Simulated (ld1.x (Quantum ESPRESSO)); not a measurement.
**BP86 TM dataset for selenium, scalar-relativistic all-electron reference.**

```
Element                 : Se (Z = 34)
Generator               : ld1.x (Quantum ESPRESSO) 7.5
Type                    : norm-conserving Troullier–Martins (Kleinman–Bylander form)
Functional              : BP86
Relativity              : scalar-relativistic
Frozen core             : [Ar]
Valence charge          : 16
Reference configuration : 3d10 4s2 4p3 (charge +1)
Partial waves           : 4s (bound): rc 1.70 bohr; 3d (bound): rc 0.88 bohr; 4p (bound): rc 2.06 bohr
Local potential         : the p channel
Core correction         : a·sin(br)/r model core, default radius (core density twice the valence density)
```

- Cutoffs needed: over 300 Ry and over 300 Ry (the cutoffs (Ry, on a coarse ladder) from which the occupation-weighted sum of valence levels, in a spherical-Bessel basis at the reference potential, stays within 10 and 1 mRy of its value at 400 Ry)
- Ghost test: no extra level below or beside the all-electron valence levels (s, d, p, f tested) (spherical-Bessel basis up to 400 Ry, 20 bohr box)
- Largest excitation error: -1342 meV (all-electron minus pseudo) for 3d9 4s2 4p5, out of 7 test configurations
